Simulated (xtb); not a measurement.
C4H6NO, SMILES C1C[N]C(C1)=O (connectivity only; charge and spin as stated), charge -1, multiplicity 1. All values are semi-empirical tight-binding results from xtb (GFN2-xTB unless named), good for trends rather than for accurate numbers. The structure is a stationary point at GFN2-xTB. The spin state was assumed, not searched. The isomer is the one that the SMILES or the coordinates give; other isomers of the formula were not compared. The values are those of a single conformer.

```json
{
  "orbital_gap": "5.13 eV",
  "zero_point_energy": "59.2 kcal/mol",
  "G − E(el) at 298.15 K (modified RRHO)": "41.2 kcal/mol",
  "static polarisability (D4 model)": "60.3 bohr³",
  "solvation energy, GFN2-xTB/ALPB(water)": "-62.9 kcal/mol",
  "solvation energy, GFN2-xTB/ALPB(ether)": "-51.6 kcal/mol"
}
```

Q: Give the IR lines (harmonic; lines under 4 % of the strongest left out, lines within 3 cm⁻¹ merged). (Estimate from the structure and the level; the computed values follow.)

A: ν (cm⁻¹): 786 (w), 1047 (w), 1085 (w), 1263 (w), 1363 (m), 1515 (w), 1752 (vs), 2723 (m), 2826 (m), 2905 (w), 2931 (m), 2940 (m), 2962 (w) (against the strongest line: vs over 80 %, s over 45 %, m over 15 %, w over 4 %, vw less)
